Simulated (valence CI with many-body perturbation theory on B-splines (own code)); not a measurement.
The numbers below are computed, except where a source is named.
Sensitivity of CI+MBPT for Sm²²⁺

Method: valence CI with perturbative core correlation (CI+MBPT): four valence electrons over a frozen Dirac-Fock core [Kr], radial functions for each j: 6 s, 6 p, 5 d, 5 f, 1 g, with the one-electron correlation potential Σ1, the two-electron term Σ2, the three-electron term Σ3, Breit, model QED; selected CI, second order for the rest, scaled by the run's own slope (own B-spline code, finite nucleus).

No measured levels were compared; by estimate terms of the open shell hold to 2 to 4 % of their energy, and close levels can change places. Only levels of the ground parity were solved; by the run's estimate the other parity begins above the list, which can be wrong where configurations are misplaced.

The reference run has the lowest level (4d3/2^4) J=0 and an ionisation energy of 703.440 eV. Its largest variational space holds 9607 state functions.

Levels are named by their leading jj configuration (3d3/2^4 stands for four electrons in 3d with j = 3/2), which in mixed levels can hold well under half, so a name can repeat and another be missing. Letters in brackets count levels of one name in rising energy.

Changed runs:
A. correlating orbitals by l 3 3 3 3 1 → 4 4 3 0 0
B. three-electron term on → off
C. logarithmic knot step 0.27 → 0.2; orbitals per symmetry with explicit Σ2 and valence Breit (the others get mean screening factors) 5 → 4
D. factor on the speed of light 1 → 0.9 (bad on purpose)

Excitation energies of the reference run in cm⁻¹, and shifts in cm⁻¹:

```tsv
Level	Reference	A	B	C	D
(4d3/2^3 4d5/2) J=1	31061	-347	-592	-20	+11413
(4d3/2^3 4d5/2) J=2	50197	-312	-516	-18	+15121
(4d3/2^3 4d5/2) J=4	59797	+176	+246	+30	+11858
(4d3/2^3 4d5/2) J=3	60473	-122	-184	-3.2	+15059
(4d3/2^2 4d5/2^2) J=0	86934	-32	+137	+10	+21538
(4d3/2^2 4d5/2^2) J=4 [a]	91049	-43	-151	+22	+22542
(4d3/2^2 4d5/2^2) J=3 [a]	98516	+363	+545	+34	+20701
(4d3/2^2 4d5/2^2) J=2 [a]	99624	+678	+414	+37	+18828
(4d3/2^2 4d5/2^2) J=5	107090	+352	+328	+54	+22160
(4d3/2^2 4d5/2^2) J=1	111202	+523	+231	+23	+23060
(4d3/2^2 4d5/2^2) J=6	114464	+460	+334	+74	+22486
(4d3/2^2 4d5/2^2) J=4 [b]	122975	+598	+1205	+62	+22929
Ionisation energy (eV)	703.440	-0.131	-0.069	+0.010	+0.119
```
